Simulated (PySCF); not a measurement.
**Interval between two levels of Ni by level of theory**

Ni [Ar] 3d8 4s2 [3F4, M_J = 4] → Ni [Ar] 3d9 4s1 [3D3, M_J = 3], as a difference of total energies. Computed with PySCF 2.14 in x2c-TZVPall-2c with one added diffuse shell each of s, p, d type (7s8p5d1f, 63 functions), with the two-component X2C-1e Hamiltonian. Correlated levels: [Ne] frozen; the 6 highest virtual spinors dropped. "Screened" scales the spin-orbit matrix elements by Boettger's factors to mimic the two-electron term; Breit and QED terms are absent.

| method | interval between two levels (cm⁻¹) |
| --- | --- |
| GHF (spin-free) | 13457 |
| GMP2 (spin-free) | -6146.3 |
| GHF (screened spin-orbit) | 13846 |
| GMP2 (screened spin-orbit) | -5747.1 |

The labels give the starting determinants; with spin-orbit coupling the two ends relaxed to ⟨J²⟩ = 20.01, ⟨L²⟩ = 12.01, ⟨S²⟩ = 2.00 and ⟨J²⟩ = 12.01, ⟨L²⟩ = 6.01, ⟨S²⟩ = 2.00.
